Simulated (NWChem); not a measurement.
Molecule: BH₂F; SMILES BF

Program: NWChem. Geometry: optimised at B3LYP/6-31G* (spherical d). Core excitations by TDA in a window of 1s orbitals, non-relativistic and unshifted: absolute energies depend strongly on the exact-exchange share.

For level B K edge, PBE/def2-TZVP:

```
Quantity                                  Result
----------------------------------------  ------
first 1s excitation (eV)                   176.7
dipole oscillator strength of the first   0.0482
first state with f > 0.002 (eV)            176.7
dipole oscillator strength of that state  0.0482
```

### Question
How do the values read with level F K edge, BHandHLYP/def2-TZVP instead?

### Answer
* **first 1s excitation (eV)**: 683.6
* **dipole oscillator strength of the first**: 0.0194
* **first state with f > 0.002 (eV)**: 683.6
* **dipole oscillator strength of that state**: 0.0194
